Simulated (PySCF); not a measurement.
## Spinor energies of Kr⁺ (krypton, charge +1)

Start: [Ar] 3d10 4s2 4p5; 4p1/2 filled at m_j = -1/2, +1/2; 4p3/2 filled at m_j = -1/2, +1/2, +3/2. Calculated with PySCF 2.14 in x2c-TZVPPall-2c (6s7p4d1f, 54 functions): generalised Hartree-Fock with the X2C-1e Hamiltonian and a Gaussian nucleus; one run each with spin-orbit coupling (SO) switched off, then screened by Boettger's factors.

| spinor shell | electrons | ε, spin-free (eV) | ε, screened SO (eV) | weight of nominal j (screened SO) | rms radius, screened SO (bohr) |
| --- | --- | --- | --- | --- | --- |
| 1s1/2 | 2 | -14416.9 | -14416.4 | 1.000 | 0.0478 |
| 2s1/2 | 2 | -1972.7 | -1972.5 | 1.000 | 0.199 |
| 2p1/2 | 2 | -1740.1 | -1777.0 | 1.000 | 0.174 |
| 2p3/2 | 4 | -1740.1 | -1722.4 | 1.000 | 0.178 |
| 3s1/2 | 2 | -317.33 | -317.25 | 1.000 | 0.565 |
| 3p1/2 | 2 | -240.83 | -246.59 | 1.000 | 0.574 |
| 3p3/2 | 4 | -240.83 | -237.98 | 1.000 | 0.585 |
| 3d3/2 | 4 | -113.96 | -114.73 | 0.995 | 0.610 |
| 3d5/2 | 6 | -113.96 | -113.32 | 0.997 | 0.612 |
| 4s1/2 | 2 | -42.708 | -42.676 | 1.000 | 1.67 |
| 4p1/2 | 2 | -24.974 | -25.620 | 0.792 | 1.95 |
| 4p3/2 | 3 | -24.974 | -24.594 | 0.861 | 1.99 |

```csv
quantity,spin-free,screened SO
E (hartree),-2787.60760,-2787.78418
M_J,3/2,3/2
⟨J²⟩,3.760,3.760
⟨L²⟩,2.007,2.011
⟨S²⟩,0.753,0.756
```

Each row is a mean over spinors that exchange with the open shell spreads, by up to 3.277 eV (4s1/2).

Rows whose weight is well below 1 are mixtures of j = l ± 1/2: exchange outweighs spin-orbit coupling there, and the label is only the starting occupation.

Without spin-orbit coupling the j labels of p, d and f shells carry no meaning; the spin-free column gives the mean over the occupied spinors of each nl shell.
